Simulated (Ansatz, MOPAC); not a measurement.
GaClF (SMILES [F][Ga][Cl]): methods side by side

GaClF, doublet, SMILES `[F][Ga][Cl]`. Each level relaxes the structure for itself.

Each level gives the highest harmonic wavenumber at each level's own minimum (cm⁻¹). The values are calculated.

| level | kind | program | value (cm⁻¹) |
| --- | --- | --- | --- |
| MNDO | semi-empirical | MOPAC | 711 |
| PM6 | semi-empirical | MOPAC | 734 |
| PM6-DH2X | semi-empirical | MOPAC | 734 |
| PM7 | semi-empirical | MOPAC | 747 |
| UHF/STO-3G | Hartree–Fock | Ansatz | 669 |
| UHF/3-21G | Hartree–Fock | Ansatz | 835 |
| UHF/6-31G* (Cartesian functions) | Hartree–Fock | Ansatz | 728 |
| UPBE/def2-SVP | GGA | Ansatz | 646 |
| UPBE0-D4/def2-TZVP | global hybrid | Ansatz | 661 |
| UB3LYP/6-31G* (Cartesian functions) | global hybrid | Ansatz | 661 |

All-electron rows without a relativistic Hamiltonian named are non-relativistic. Harmonic and unscaled. The values span 646 to 835 cm⁻¹. Without the sets that lack polarisation functions the rows with a basis span only 646 to 728 cm⁻¹.
